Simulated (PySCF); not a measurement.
**Orbital picture of RbCd**

B97-3 at R = 4.184 Å; Rb def2-SVP with ECP28, Cd def2-SVP with ECP28; scalar-relativistic core potentials (PySCF 2.14). State: ²Σ⁺ (doublet), unpaired electrons σ ↑. Only the outer orbitals are listed, counted within each symmetry, core potentials removing the inner ones.

| spin | orbital | occ. | ε (eV) | on Rb (%) | main shells (%) |
| --- | --- | --- | --- | --- | --- |
| α | 1δ | 1 | -13.91 | 0 | 100 Cd d |
| α | 1δ | 1 | -13.91 | 0 | 100 Cd d |
| α | 5σ | 1 | -13.90 | 0 | 100 Cd d |
| α | 3π | 1 | -13.90 | 0 | 100 Cd d |
| α | 3π | 1 | -13.90 | 0 | 100 Cd d |
| α | 6σ | 1 | -6.40 | 2 | 98 Cd s |
| α | 7σ | 1 | -2.76 | 86 | 85 Rb s, 12 Cd p |
| α | 4π | 0 | -0.70 | 47 | 53 Cd p, 42 Rb p |
| α | 4π | 0 | -0.70 | 47 | 53 Cd p, 42 Rb p |
| α | 8σ | 0 | -0.67 | 42 | 57 Cd p, 31 Rb p, 11 Rb s |
| β | 1δ | 1 | -13.90 | 0 | 100 Cd d |
| β | 1δ | 1 | -13.90 | 0 | 100 Cd d |
| β | 3π | 1 | -13.89 | 0 | 100 Cd d |
| β | 3π | 1 | -13.89 | 0 | 100 Cd d |
| β | 5σ | 1 | -13.88 | 0 | 100 Cd d |
| β | 6σ | 1 | -6.30 | 4 | 96 Cd s |
| β | 7σ | 0 | -1.32 | 58 | 49 Rb s, 41 Cd p, 11 Rb p |
| β | 4π | 0 | -0.63 | 15 | 85 Cd p, 8 Rb d |
| β | 4π | 0 | -0.63 | 15 | 85 Cd p, 8 Rb d |

Task: Which are the highest filled and the lowest empty level, where do they sit, and how wide is the gap?

Result: Highest filled α 7σ at -2.76 eV (in %: 85 Rb s, 12 Cd p); lowest empty β 7σ at -1.32 eV (in %: 49 Rb s, 41 Cd p, 11 Rb p); the gap at B97-3 is 1.44 eV.

```json
{
 "bond order (Mayer)": "0.30",
 "⟨S²⟩": "0.751",
 "charge on Rb (Mulliken, basis-dependent)": "0.08",
 "charge on Rb (Löwdin, basis-dependent)": "-0.14",
 "dipole moment (positive dipole means Rb(−)Cd(+))": "-0.61 D"
}
```

Spin–orbit coupling is left out. The state is the lowest determinant that a PBE0 search found; another state may lie lower at other levels.
